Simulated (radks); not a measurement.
Problem. Dipole-allowed excitations along the series with 2 electrons in [He]. All-electron calculation, non-relativistic Kohn-Sham, LDA (Slater exchange, VWN5 correlation), spin-polarised, spherical densities, point nucleus. Program: a radial shooting solver on a logarithmic mesh with Libxc functionals. Time-dependent linear response with the Hartree and adiabatic LDA kernel, continuum included through the Sternheimer equations. Lines are the poles of the dipole polarisability below minus the highest occupied eigenvalue, found on a grid refined at the orbital gaps; the lowest seven at most are given, and weak or close lines can be missed. The first line takes the name of the lowest orbital gap if no other gap lies below it; otherwise a line is named after a gap within 0.6 % of it, if that gap stands alone.

| species | -e(HOMO) (eV) | lowest orbital gap (eV) | first line (eV) | f | static alpha (bohr^3) |
|---|---|---|---|---|---|
| K17+ | 4461.7 | 1s-2p 3441.9 | 3446.8 (1s-2p) | 0.749 | 0.00007582 |
| Ca18+ | 4968.1 | 1s-2p 3827.0 | 3832.2 (1s-2p) | 0.753 | 0.00006147 |
| Sc19+ | 5501.7 | 1s-2p 4232.6 | 4238.0 (1s-2p) | 0.757 | 0.00005035 |
| Ti20+ | 6062.5 | 1s-2p 4658.5 | 4664.3 (1s-2p) | 0.761 | 0.00004164 |
| Cr22+ | 7265.7 | 1s-2p 5571.6 | 5578.0 (1s-2p) | 0.767 | 0.00002920 |

Estimate the first line of V21+, its oscillator strength and the static polarisability.

Solution. 5111.0 eV (1s-2p), f = 0.764, alpha = 0.00003473 bohr^3.
